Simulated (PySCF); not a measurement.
H₄O₂Ti, SMILES [OH][TiH2][OH], multiplicity 1.

Geometry optimised at B3LYP-D3(BJ)/def2-TZVP. The multiplicity is an assumed one; other spin states were not compared. The values are those of a single conformer.

Level of theory: PBE/def2-TZVPD (PySCF).

The molecule is in vacuum.

Q: Estimate the frontier levels, gap, dipole moment and polarisability. (Estimate from the structure and the level; the computed values follow.)

A: 
```json
{
  "highest_occupied_level": "-6.69 eV",
  "lowest_empty_level": "-3.29 eV",
  "orbital_gap": "3.40 eV",
  "dipole_moment": "3.38 D",
  "quadrupole, principal values (traceless, Buckingham form, about the centre of nuclear charge)": "-7.92, 2.19, 5.73 D·Å",
  "mean_static_polarisability": "54.3 bohr³ (8.04 Å³)",
  "polarisability_principal_values": "51.9, 54.3, 56.7 bohr³"
}
```
